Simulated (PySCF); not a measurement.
CaF, SMILES [Ca][F], multiplicity 2.

Geometry: PBE-D3(BJ)/def2-TZVPD. The spin state was assumed, not searched.

The numbers are results of PySCF with PBE-D3(BJ)/def2-TZVPD, not measurements.

Frequencies are harmonic and unscaled.

```csv
mode,ν (cm⁻¹),IR (km/mol),moving atoms (share of kinetic energy)
1,580,89.7,"F 68 %, Ca 32 %"
```
